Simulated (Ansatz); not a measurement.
Computed with Ansatz on PBE0-D4/def2-TZVP structures; ΔE is electronic, products minus reactants. CBS: MP2 limit from def2 TZ/QZ plus the TZ coupled-cluster correction, frozen cores. Functionals use def2-TZVPP. B3LYP here is the variant with VWN-RPA as its local correlation; programs differ in this. HSE06 is defined as in plane-wave codes. Elements past krypton have def2 core potentials. For In outer-core shells are correlated without core-valence functions, which leaves a few kJ/mol of doubt a bond. One conformer a species, not always the lowest.

`[InH2][C]1=NC1` + `C[S][AlH][OH]` → `C[S][AlH][O][InH2]` + `C1=NC1`  (ligand exchange at the In–C bond)

```json
{"level": "LDA (SPW92)", "ΔE (kJ/mol)": "-35.0", "difference from CCSD(T)/CBS": "11.0"}
{"level": "PBE-QIDH", "ΔE (kJ/mol)": "-37.4", "difference from CCSD(T)/CBS": "8.6"}
{"level": "PBE0", "ΔE (kJ/mol)": "-34.1", "difference from CCSD(T)/CBS": "11.9"}
{"level": "B3LYP", "ΔE (kJ/mol)": "-42.8", "difference from CCSD(T)/CBS": "3.2"}
{"level": "r2SCANh", "ΔE (kJ/mol)": "-40.9", "difference from CCSD(T)/CBS": "5.1"}
{"level": "HSE06", "ΔE (kJ/mol)": "-33.7", "difference from CCSD(T)/CBS": "12.3"}
{"level": "BHLYP", "ΔE (kJ/mol)": "-43.6", "difference from CCSD(T)/CBS": "2.4"}
{"level": "CCSD/def2-SVP", "ΔE (kJ/mol)": "-55.4", "difference from CCSD(T)/CBS": "-9.4"}
{"level": "MP2/def2-TZVPP", "ΔE (kJ/mol)": "-40.1", "difference from CCSD(T)/CBS": "5.9"}
{"level": "CCSD/CBS(def2)", "ΔE (kJ/mol)": "-45.9", "difference from CCSD(T)/CBS": "0.1"}
{"level": "CCSD(T)/CBS", "ΔE (kJ/mol)": "-46.0", "difference from CCSD(T)/CBS": "0"}
```

Largest T1 diagnostic among the species: 0.015.

In def2-TZVPP, CCSD(T) changes the Hartree–Fock value by +5.0 kJ/mol (the triples alone add −0.1 kJ/mol) and MP2 by +6.0 kJ/mol. Leaving LDA and LC-ωPBE aside and taking each functional with its dispersion term where it has one, the values, not all of them listed here, spread over 12.4 kJ/mol, from B97M-V to HSE06-D4.
